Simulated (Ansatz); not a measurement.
A made-up structure of CHSeSi, doublet:

```
4
angstrom
C 1.2709 0.2034 0.7872
Si 0.1547 -1.6051 0.5106
Se -0.1831 0.4036 -0.2235
H -1.2617 1.0089 -1.0897
```

It is relaxed with PBE-D4/def2-SVP and then PBE0-D4/def2-TZVP (Ansatz 0.2.0). Atoms count as bonded within 1.22 times the sum of their covalent radii (H–H: 0.88 Å). The end point is not checked to be a true minimum.

(1) Does its bonding change? (A judgement: the text doesn't fix the answer.)

## Answers

(1) By the calculation: Yes. Formed: none; broken: Si2–Se3.

Where it ends: The first stage lowers the energy by 3.88 eV in 14 steps. It ends as CHSeSi ([Si][C][SeH]):
```
4
angstrom
C 0.2308 -0.4528 0.3468
Si 1.3800 -1.5609 0.8768
Se -1.1140 0.6351 -0.0523
H -0.5160 1.3895 -1.1867
```

Labels in which every atom is bracketed show which atoms are joined, not bond orders.

For scale, one of the runs: PBE0-D4/def2-TZVP relaxation, 122 basis functions, launched by `ansatz run in.yaml --threads 2 --pin off --events-out ev --progress --plain --max-ram 4352MiB`. Hardware: 2 CPU threads of an Intel Xeon 6975P-C, shared host. Wall time about 23 s.
